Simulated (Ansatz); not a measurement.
The pair A = H2O (SMILES O) (first 3 atoms), B = CH3Br (SMILES CBr); geometry from B3LYP-D3(BJ)/def2-TZVP.
(charge 0, multiplicity 1):
```xyz
8

O      0.34622     0.03161    -0.11399
H     -0.02327     0.55665     0.60845
H     -0.32053     0.05274    -0.80786
C      0.01682    -1.46079     2.85770
Br    -0.86776     0.27476     3.11971
H      0.88118    -1.48064     3.51156
H      0.29923    -1.51221     1.81191
H     -0.70050    -2.22837     3.12497
```

Cores are frozen in the correlated methods. Filled d and f shells under p-block atoms count as core. MP2 and its Hartree–Fock in aug-cc-pVQZ, aug-cc-pVTZ are density fitted.

The values were computed with Ansatz (Gaussian basis) for Hartree–Fock, density functionals and correlated methods. 

The counterpoise-corrected interaction energy is E(AB) − E(A in the pair's basis) − E(B in the pair's basis). Total energies (hartree):

```tsv
level	AB	A in the pair's basis	B in the pair's basis
HF/aug-cc-pVTZ	-2688.1551003	-76.0601318	-2612.0927497
MP2/aug-cc-pVTZ	-2688.7802262	-76.3292612	-2612.4455799
HF/aug-cc-pVQZ	-2688.1654703	-76.0654289	-2612.0978194
MP2/aug-cc-pVQZ	-2688.8332879	-76.3519090	-2612.4757408
MP2/aug-cc-pVDZ	-2688.5524209	-76.2615232	-2612.2862398
CCSD(T)/aug-cc-pVDZ	-2688.6035552	-76.2745781	-2612.3244154
```

Q: Work out the counterpoise-corrected interaction energy at the basis-set limit: extrapolate the MP2 correlation part as X⁻³, take Hartree–Fock from the larger set, and add the CCSD(T) − MP2 difference of aug-cc-pVDZ.

A: 
1. Differences (1 hartree = 627.509 kcal/mol): HF/aug-cc-pVTZ -1.392; MP2/aug-cc-pVTZ -3.379; HF/aug-cc-pVQZ -1.394; MP2/aug-cc-pVQZ -3.538; MP2/aug-cc-pVDZ -2.923; CCSD(T)/aug-cc-pVDZ -2.862.
2. Correlation parts, MP2 less HF: -1.987 in aug-cc-pVTZ (X = 3), -2.144 in aug-cc-pVQZ (X = 4).
3. Limit (4³·(-2.144) − 3³·(-1.987))/(4³ − 3³) = -2.258; with HF/aug-cc-pVQZ it gives -3.652.
4. CCSD(T) less MP2 in aug-cc-pVDZ: 0.060.
Result: -3.59 kcal/mol, against -3.38 at MP2/aug-cc-pVTZ. It is an estimate of this method's limit, not of the exact value.

Ansatz is an electronic-structure program.
